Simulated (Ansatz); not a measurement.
`O[B-]1(Cl)OC(C(F)(F)F)=CC(C(F)(F)F)=[O+]1` from Hartree–Fock to CCSD(T)

```xyz
18

O    -1.0813   -2.5997    1.0246
B    -0.1056   -1.6407    0.8876
Cl    1.5002   -1.9349    1.7257
O     0.2018   -1.4273   -0.6001
C     0.4309   -0.2845   -1.0879
C     0.8881   -0.3157   -2.5469
F     1.9874   -1.0479   -2.6629
F     1.1483    0.9115   -2.9912
F    -0.0627   -0.8464   -3.3068
C     0.2453    0.9089   -0.4139
C    -0.3669    0.8002    0.8215
C    -0.8401    2.0346    1.5903
F    -0.2993    2.0514    2.8007
F    -0.4940    3.1524    0.9565
F    -2.1623    2.0110    1.7118
O    -0.6322   -0.2927    1.3973
H    -0.8086   -3.3423    1.5633
H     0.4510    1.8622   -0.8695
```

The species carries charge 0 and has multiplicity 1. All single points use the PBE0-D4/def2-TZVP geometry. It is one conformer, not always the lowest. Frozen core, restricted reference, Ansatz 0.2.0. CBS rows extrapolate triple and quadruple zeta; past MP2 they add the triple-zeta difference.

```tsv
basis	HF (Eh)	MP2 corr.	CCSD corr.	(T)	CCSD(T) total
def2-SVP	-1495.09682	-2.48783	-2.53373	-0.06948	-1497.70003
def2-TZVPP	-1496.51662	-3.22786	-3.24817	-0.12826	-1499.89305
def2-QZVPP	-1496.57323	-3.50502	–	–	–
CBS(def2)	-1496.58103	-3.71033	-3.73064	as TZ	-1500.43993
```
